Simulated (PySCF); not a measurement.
Successive ionisation energies of one element at GMP2 (screened spin-orbit), starting from the ion with 11 electrons. Calculated with PySCF 2.14, two-component X2C-1e (Gaussian nucleus, no Breit or QED terms), each ion in its own even-tempered basis; GMP2 freezes the deep shells of the larger ions and drops the highest virtual spinors; eV.

546.55, 1397.9, 1497.8, 1605.0, 1727.4, 1844.3, 1963.5, 2117.9, 2219.7, 9551.7, 10016.6

(1) Which element is it?

Answers

(1) Cobalt (Co, Z = 27); the list starts at Co¹⁶⁺. The hydrogenic estimate 13.606 eV × (q + 1)²/n² with q = 16 and n = 3 gives 436.89 eV for the first entry, a lower bound because the other electrons screen the nucleus only in part.
